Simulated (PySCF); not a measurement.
System: CH10NSi2 (charge +1, singlet). It need not be the lowest isomer of its formula. 
Geometry from a B3LYP-D3(BJ)/def2-TZVP (Ansatz) optimisation:
```xyz
14

Si     1.1124    -0.3628     0.7526
C      1.7293     1.1606    -0.0866
N     -0.3863    -0.9701    -0.2327
Si    -1.7534     0.2672    -0.5516
H      2.0132    -1.5242     0.6958
H      0.5152    -0.1627     2.0813
H      1.0129     1.9820    -0.0405
H      1.9904     0.9752    -1.1302
H      2.6380     1.4929     0.4224
H     -0.7769    -1.7748     0.2642
H     -1.9117     0.9459     0.7413
H     -1.2055     1.1204    -1.6128
H     -2.9085    -0.5426    -0.9593
H     -0.0651    -1.3470    -1.1277
```
Charge +1, spin multiplicity 1.

Dispersion corrections to the total energy (kcal/mol) from the dftd3 and dftd4 libraries through PySCF: D3(BJ) without and D4 with the three-body term, each with the damping fitted for the functional named.

```json
[
 {"functional": "BHLYP", "D3(BJ)": "-10.67", "D4": "-7.72"},
 {"functional": "LC-wPBE", "D3(BJ)": "-7.38", "D4": "-6.89"},
 {"functional": "B3LYP", "D3(BJ)": "-13.30", "D4": "-9.95"},
 {"functional": "revPBE", "D3(BJ)": "-18.34", "D4": "…"},
 {"functional": "r2SCAN", "D3(BJ)": "…", "D4": "-1.53"},
 {"functional": "B2GP-PLYP", "D3(BJ)": "-5.42", "D4": "-2.64"},
 {"functional": "TPSSh", "D3(BJ)": "…", "D4": "-7.56"}
]
```

Fill in the missing entries.


- revPBE, D4: -18.20
- r2SCAN, D3(BJ): -2.18
- TPSSh, D3(BJ): -8.91
